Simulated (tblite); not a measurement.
C₅H₈OSi.
Atom-mapped SMILES: `[CH2:1]=[C:2]1[CH:3]=[CH:4][CH2:5][O:6][SiH2:7]1` (hydrogens: H8, H9 on C1; H10 on C3; H11 on C4; H12, H13 on C5; H14, H15 on Si7)

Structure used (GFN2-xTB), in Å, numbered top down from 1:
```xyz
15
C5H8OSi angstrom
C      2.3820    0.4375   -0.0663
C      1.0776    0.1602   -0.0364
C      0.1020    1.2375    0.0052
C     -1.2200    1.0811    0.0631
C     -1.9780   -0.2072    0.1240
O     -1.2235   -1.3575    0.3626
Si     0.3313   -1.5718   -0.0578
H      3.1223   -0.3429   -0.1051
H      2.7547    1.4518   -0.0487
H      0.5036    2.2452   -0.0219
H     -1.8652    1.9500    0.0696
H     -2.5318   -0.3349   -0.8203
H     -2.7222   -0.1435    0.9298
H      0.8153   -2.4604    0.9889
H      0.4475   -2.1371   -1.4086
```

Computed values, GFN2-xTB/tblite, gas phase, harmonic and unscaled. Against measured fundamentals such values can be off by several per cent, at times by over 20. Modes of hydrogen on silicon can be 10 to 20 % off. One conformer, not necessarily the lowest.

Harmonic wavenumbers (cm⁻¹): 64.0, 116.1, 262.2, 309.7, 329.7, 396.6, 434.7, 551.6, 588.6, 632.0, 644.0, 706.1, 767.1, 780.8, 795.2, 802.0, 897.1, 925.8, 929.7, 978.8, 982.8, 1135.1, 1200.0, 1213.3, 1271.0, 1326.5, 1351.5, 1419.9, 1458.0, 1644.4, 1680.3, 2203.6, 2323.2, 2832.0, 2893.9, 3014.8, 3057.1, 3061.1, 3120.0.

A = 3389, B = 2301, C = 1415 MHz; mass 112.034 u (most abundant isotopes); point group C1, symmetry number 1.

**Question.** What is the zero-point energy?

**Answer.** ½Σν̃ = 24550 cm⁻¹ = 70.19 kcal/mol.

**Question.** Give the ideal-gas entropy at 273.15 K and 1 bar in the rigid-rotor, harmonic-oscillator model (classical rotation).

**Answer.** Translation 39.65, rotation 27.51, vibration 15.49: S = 82.6 cal/(mol K).

**Question.** And Cp and H(273.15 K) − H(0)?

**Answer.** Cp = 28.64 cal/(mol K), of which vibrations give 20.69 (their classical limit is 39 R = 77.5); H(273.15 K) − H(0) = 4.62 kcal/mol without the zero-point energy, 2.45 from vibrations.

**Question.** What must be added to the electronic energy to get the Gibbs energy at 273.15 K and 1 bar?

**Answer.** ZPE + [H(273.15 K) − H(0)] − T·S = 70.19 + 4.62 − 22.57 = 52.24 kcal/mol.

**Question.** Which modes carry the vibrational entropy at 273.15 K?

**Answer.** 64.0 cm⁻¹: 4.16; 116.1 cm⁻¹: 3.00; 262.2 cm⁻¹: 1.50; 309.7 cm⁻¹: 1.22; 329.7 cm⁻¹: 1.12; 396.6 cm⁻¹: 0.85 cal/(mol K); the other 33 give 3.64 together.

**Question.** How do the functions run with temperature in this model?

**Answer.** 
```csv
T (K),S (cal/(mol K)),Cp (cal/(mol K)),H − H(0) (kcal/mol),G − H(0) (kcal/mol),ln q(vib)
150,69.3,17.3,1.80,-8.59,1.41
250,80.2,26.5,3.98,-16.07,2.90
298.15,85.2,30.9,5.37,-20.05,3.70
400,95.6,39.5,8.96,-29.26,5.50
600,114.1,51.8,18.18,-50.27,9.22
900,137.5,63.3,35.61,-88.13,14.71
```

q(vib) and H(0) count from the zero-point level.

Hindered rotation and anharmonicity are outside this model. Other conformers, if any are populated, would add a mixing term that is left out. The structure is chiral; the term R ln 2 for an equal mix with its mirror image is left out.
